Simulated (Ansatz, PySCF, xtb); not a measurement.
Gas-phase reaction R1 → P1 + P2, each structure at its B3LYP-D3(BJ)/def2-TZVP stationary point, reached from a drawn start (curvature not checked).
P1: Si2H6 (SMILES [SiH3][SiH3]), charge 0, multiplicity 1.
R1, H8Si3 (SMILES [SiH3][SiH2][SiH3]) (charge 0, multiplicity 1, Z-matrix in Å and degrees):
```
Si
H 1 1.4859
H 1 1.4859 2 108.01
Si 1 2.3441 2 109.56 3 119.28
H 4 1.4832 1 111.30 2 -59.16
H 4 1.4834 5 108.70 1 121.04
H 4 1.4834 5 108.70 6 117.91
Si 1 2.3441 2 109.56 3 -119.28
H 8 1.4832 1 111.30 2 59.16
H 8 1.4834 9 108.70 1 121.04
H 8 1.4834 9 108.70 10 117.91
```
P2: SiH2 (SMILES [SiH2]), charge 0, multiplicity 1.

```csv
level,reaction energy (eV),"minus CCSD(T)/CBS(cc-pV(T+d)Z, cc-pV(Q+d)Z)"
GFN1-xTB,2.460,-0.096
HF/cc-pV(D+d)Z,2.193,-0.363
HF/cc-pV(T+d)Z,2.228,-0.328
HF/cc-pV(Q+d)Z,2.235,-0.321
SVWN5/def2-TZVPP,2.921,0.365
PBE/def2-TZVPP,2.595,0.039
PBE-D3(BJ)/def2-TZVPP,2.678,0.121
BLYP-D4/def2-TZVPP,2.400,-0.156
revPBE/def2-TZVPP,2.444,-0.112
revPBE-D3(BJ)/def2-TZVPP,2.617,0.061
revPBE-D4/def2-TZVPP,2.615,0.059
r2SCAN/def2-TZVPP,2.756,0.200
r2SCAN-D4/def2-TZVPP,2.779,0.223
B97M-V/def2-TZVPP,2.534,-0.022
B3LYP-D3(BJ)/def2-TZVPP,2.508,-0.048
B3LYP-D4/def2-TZVPP,2.488,-0.068
PBE0/def2-TZVPP,2.661,0.105
PBE0-D3(BJ)/def2-TZVPP,2.743,0.187
PBE0-D4/def2-TZVPP,2.738,0.182
BHLYP/def2-TZVPP,2.426,-0.130
BHLYP-D4/def2-TZVPP,2.557,0.001
M06-2X/def2-TZVPP,2.458,-0.098
CAM-B3LYP/def2-TZVPP,2.443,-0.113
CAM-B3LYP-D3(BJ)/def2-TZVPP,2.533,-0.023
CAM-B3LYP-D4/def2-TZVPP,2.525,-0.031
wB97M-V/def2-TZVPP,2.440,-0.117
B2PLYP-D3(BJ)/def2-TZVPP,2.536,-0.020
B2PLYP-D4/def2-TZVPP,2.511,-0.045
MP2/cc-pV(D+d)Z,2.492,-0.064
MP2/cc-pV(T+d)Z,2.606,0.050
MP2/cc-pV(Q+d)Z,2.656,0.100
"MP2/CBS(cc-pV(T+d)Z, cc-pV(Q+d)Z)",2.687,0.131
SCS-MP2/cc-pV(D+d)Z,2.355,-0.201
SCS-MP2/cc-pV(Q+d)Z,2.516,-0.040
CCSD/cc-pV(D+d)Z,2.256,-0.300
CCSD/cc-pV(T+d)Z,2.387,-0.169
CCSD/cc-pV(Q+d)Z,2.448,-0.108
CCSD(T)/cc-pV(D+d)Z,2.299,-0.257
CCSD(T)/cc-pV(T+d)Z,2.445,-0.111
"CCSD(T)/CBS(cc-pV(T+d)Z, cc-pV(Q+d)Z)",2.556,0.000
```

 The comparison column counts from a level with limits of its own.

P less R. No zero-point or thermal terms.

Correlated levels freeze the cores. CBS: X⁻³ extrapolation of the correlation energy, Hartree–Fock from the larger set.

Run with Ansatz (a first-principles code); PySCF for M06-2X and the D3/D4 terms; xtb for the GFN methods. All values are computed, each at the level named.
